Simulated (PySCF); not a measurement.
MN15 on Ga⁻ (gallium, charge -1), [Ar] 3d10 4s2 4p2, high-spin 3P determinant. All numbers are calculated (PySCF 2.14, scalar relativity by spin-free X2C-1e, in aug-cc-pVDZ-DK).

```
cycle= 1 E= -1945.01885868545  delta_E= -0.0139  |g|= 0.07  |ddm|= 0.575
cycle= 2 E= -1945.02002901689  delta_E= -0.00117  |g|= 0.0389  |ddm|= 0.218
cycle= 3 E= -1945.02074234442  delta_E= -0.000713  |g|= 0.00337  |ddm|= 0.12
cycle= 4 E= -1945.02075843955  delta_E= -1.61e-05  |g|= 0.000462  |ddm|= 0.0232
cycle= 5 E= -1945.02075894906  delta_E= -5.1e-07  |g|= 5.62e-05  |ddm|= 0.00304
cycle= 6 E= -1945.02075896236  delta_E= -1.33e-08  |g|= 7.96e-06  |ddm|= 0.000605
cycle= 7 E= -1945.0207589626  delta_E= -2.39e-10  |g|= 7.41e-07  |ddm|= 7.61e-05
converged SCF energy = -1945.0207589626  <S^2> = 2.0024852  2S+1 = 3.0016563
```

Highest occupied orbital energy: 0.606 eV; ⟨L²⟩ = 2.01; populations by l: s 8.00, p 14.00, d 10.00.

Task: Can this result be used?

Result: With care. Self-consistency was reached. At MN15 the highest occupied level has a positive energy, so only the finite basis holds that electron; in a semilocal or global hybrid functional this comes from self-interaction and does not mean that the real anion is unbound.
